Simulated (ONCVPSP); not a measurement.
Configuration tests for lead (ONCV)

lead (Pb), optimised norm-conserving Vanderbilt (ONCV), made with ONCVPSP 4.0.1 (PBEsol, scalar-relativistic). Core [Kr] 4d10 4f14, reference 5s2 5p6 5d10 6s2 6p2. Waves: 5s+6s: rc 1.50 bohr, ncon 5, nbas 8, qcut 9.6 1/bohr, 2 projectors; 5p+6p: rc 1.90 bohr, ncon 4, nbas 8, qcut 7 1/bohr, 2 projectors; 5d: rc 1.50 bohr, ncon 4, nbas 9, qcut 11.3 1/bohr, local. Local part: the d channel. Core correction: none.

Energies are relative to the spin-unpolarised reference configuration 5s2 5p6 5d10 6s2 6p2; without spin polarisation the order of configurations can differ from experiment.

Question: Give the all-electron excitation energy and the error of the potential for: 5s2 5p6 5d10 6s2 6p1; 5s2 5p6 5d10 6s2 6p0; 5s2 5p6 5d10 6s1 6p0; 5s1 5p6 5d10 6s2 6p2.

Answer:

```tsv
valence configuration	charge	ΔE all-electron (eV)	error AE − PS (meV)
5s2 5p6 5d10 6s2 6p1	+1	6.598	-2.9
5s2 5p6 5d10 6s2 6p0	+2	20.046	-9.9
5s2 5p6 5d10 6s1 6p0	+3	52.526	-25
5s1 5p6 5d10 6s2 6p2	+1	152.009	-199
```
